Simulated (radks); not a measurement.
Results of a calculation; reference values are marked as such.
Problem. Numerical settings for the molybdenum ion Mo+, [Kr] 4d5. Level of theory: Dirac Kohn-Sham, LDA (Slater exchange, Perdew-Wang correlation), spin-unpolarised, spherical densities, finite nucleus; open shells are shared between the two j in proportion to 2j + 1; Fermi nuclear charge, rms radius 4.4091 fm (a radial shooting solver on a logarithmic mesh with Libxc functionals). The defaults (mesh step 0.008 in ln r, mesh end at 40 bohr or more with all orbitals vanishing there, Anderson mixing 0.5 over 9 steps, residual threshold near 1e-9 with the energy settled to 1e-9 hartree or 1e-11 of itself, here a cap of 86 iterations) give E = -4044.6803 hartree and 4d5/2 at -10.573 eV in 15 iterations. Run on one thread of a shared host, so times are rough (Arm Neoverse V2): 0.11 s of CPU time, 0.11 s wall, 15 iterations on 2259 mesh points. One setting is changed at a time: mesh step in ln r 0.005; mesh step in ln r 0.12; mesh step in ln r 0.08; mesh end (bohr) 400; mesh end (bohr) 8; residual threshold 1e-16; residual threshold 1e-05; mixing 2.5; linear mixing, mixing 0.05; linear mixing, mixing 0.8; mixing history 20; iteration cap 5. Which runs fail to converge, and which converge to a wrong energy?

Solution. Not converged within the cap: mesh step in ln r 0.12; mesh step in ln r 0.08; residual threshold 1e-16; linear mixing, mixing 0.05; linear mixing, mixing 0.8; iteration cap 5. No run marked as converged misses the energy by more than 1 mhartree.
